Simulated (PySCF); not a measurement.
F3La, singlet, geometry from GFN2-xTB (such geometries of metal compounds can be far from the true shape) (core potentials on La). Base run: PySCF with PBE/def2-SV(P).

The PySCF input:
```python
from pyscf import gto, scf, dft

mol = gto.Mole()
mol.atom = '''
    La    0.03101627   -0.05651823   -0.13480663
    F    -1.70864996   -0.89419144    0.33144867
    F    -0.05107305    1.90142145   -0.45924858
    F     1.56328666   -0.64928125    0.98157523
'''
mol.basis = 'def2-sv(p)'
mol.ecp = {'La': 'def2-sv(p)'}
mol.verbose = 4
mol.build()

mf = dft.RKS(mol)
mf.xc = 'pbe'
mf.kernel()
```

Variants of this job, named by their change:

| change | ΔE vs base (mEh) | SCF cycles | outcome |
|---|---|---|---|
| base | 0.000 | 10 | converged |
| level_shift = 0.1 (with mf.max_cycle = 100) | 0.000 | 10 | converged |
| level_shift = 0.3 (with mf.max_cycle = 100) | 0.000 | 15 | converged |
| level_shift = 0.5 (with mf.max_cycle = 100) | 0.000 | 22 | converged |
| diis_space = 20 | 0.000 | 10 | converged |
| diis_space = 4 | 0.000 | 11 | converged |
| conv_tol_grad = 1e-3 | 0.000 | 10 | converged |
| diis = off (with mf.max_cycle = 100) | - | 100 | not converged |
| conv_tol_grad = 1e-7 | 0.000 | 11 | converged |
| conv_tol = 1e-6 | 0.000 | 7 | converged |
| init_guess = huckel | 0.000 | 12 | converged |
| DIIS = EDIIS | - | 50 | not converged |
| init_guess = 1e | 0.000 | 15 | converged |
